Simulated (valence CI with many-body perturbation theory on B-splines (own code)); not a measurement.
# Energy levels of Sb XXXI

Method: configuration interaction combined with many-body perturbation theory (CI+MBPT): three valence electrons over a frozen Dirac-Fock core [Ar], a basis of 9 s, 9 p, 10 d, 8 f, 5 g, 3 h, 1 i functions for each j, with the one-electron correlation potential Σ1 (screened to all orders), the two-electron term Σ2, the three-electron term Σ3, Breit, model QED; selected single and double excitations, second order for the rest (own B-spline code, finite nucleus).

The last digits are not significant, and no measured levels were compared; by estimate large intervals hold to a few tenths of a per cent, small ones and those within an open d or f shell to about a per cent. Only levels of the ground parity were solved; by the run's estimate the other parity begins above the list, which can be wrong where configurations are misplaced.

Levels 1 to 19 of 19, with energies above the lowest level, (3d3/2^3) J=3/2. "Leading %" is the weight of the configuration and term that name the level; weights of strongly mixed levels are sums over their largest components and can fall short. In the jj column 3d3/2^4 stands for four electrons in 3d with j = 3/2. Lifetimes count E1, E2, E3, M1 and M2 decay at the calculated energies, and are blank where another channel may lead or the interval is too uncertain; long ones can be off by a factor of two.

| No. | Configuration | Term | J | E (cm⁻¹) | Leading % | Lifetime | Second component | Leading jj |
| --- | --- | --- | --- | --- | --- | --- | --- | --- |
| 1 | 3d³ | ⁴F | 3/2 | 0 | 71 |  | 23 % 3d³ ²D | 3d3/2^3 (85 %) |
| 2 | 3d³ | ⁴F | 5/2 | 62044 | 92 | 126 μs | 8 % 3d³ ²D | 3d3/2^2 3d5/2 (94 %) |
| 3 | 3d³ | ⁴F | 7/2 | 98192 | 70 | 743 μs | 25 % 3d³ ²G | 3d3/2^2 3d5/2 (72 %) |
| 4 | 3d³ | ⁴P | 3/2 | 105510 | 44 | 103 μs | 33 % 3d³ ²P | 3d3/2^2 3d5/2 (88 %) |
| 5 | 3d³ | ²G | 9/2 | 113220 | 41 | 21.4 ms | 36 % 3d³ ⁴F | 3d3/2^2 3d5/2 (85 %) |
| 6 | 3d³ | ⁴P | 1/2 | 124040 | 67 | 337 μs | 33 % 3d³ ²P | 3d3/2^2 3d5/2 (98 %) |
| 7 | 3d³ | ²G | 7/2 | 178510 | 68 | 44.3 μs | 29 % 3d³ ⁴F | 3d3/2 3d5/2^2 (81 %) |
| 8 | 3d³ | ⁴P | 5/2 | 187410 | 82 | 146 μs | 13 % 3d³ ²D | 3d3/2 3d5/2^2 (50 %) |
| 9 | 3d³ | ²H | 9/2 | 188680 | 51 | 74.8 μs | 48 % 3d³ ⁴F | 3d3/2 3d5/2^2 (74 %) |
| 10 | 3d³ | ²D | 3/2 | 214730 | 44 | 25.5 μs | 42 % 3d³ ⁴P | 3d3/2 3d5/2^2 (97 %) |
| 11 | 3d³ | ²P | 1/2 | 226570 | 67 | 49.0 μs | 33 % 3d³ ⁴P | 3d3/2 3d5/2^2 (98 %) |
| 12 | 3d³ | ²H | 11/2 | 238850 | 100 | 156 μs |  | 3d3/2 3d5/2^2 (100 %) |
| 13 | 3d³ | ²D | 5/2 | 256620 | 91 | 60.9 μs | 6 % 3d³ ⁴F | 3d3/2 3d5/2^2 (68 %) |
| 14 | 3d³ | ²F | 5/2 | 278760 | 78 | 77.6 μs | 13 % 3d³ ²D | 3d3/2 3d5/2^2 (66 %) |
| 15 | 3d³ | ²F | 7/2 | 289710 | 92 | 85.8 μs | 7 % 3d³ ²G | 3d3/2 3d5/2^2 (91 %) |
| 16 | 3d³ | ²G | 9/2 | 293200 | 58 | 30.3 μs | 25 % 3d³ ²H | 3d5/2^3 (87 %) |
| 17 | 3d³ | ²P | 3/2 | 315090 | 57 | 27.9 μs | 29 % 3d³ ²D | 3d5/2^3 (73 %) |
| 18 | 3d³ | ²D | 3/2 | 411690 | 96 | 26.1 μs |  | 3d3/2 3d5/2^2 (72 %) |
| 19 | 3d³ | ²D | 5/2 | 427840 | 75 | 14.6 μs | 18 % 3d³ ²F | 3d5/2^3 (77 %) |

The ionisation energy to 3d² ³F2 of the next ion comes out as 1781.7 eV (NIST: 1781 ± 4 eV (theoretical)). All 19 levels together are meant to be complete up to 444940 cm⁻¹.
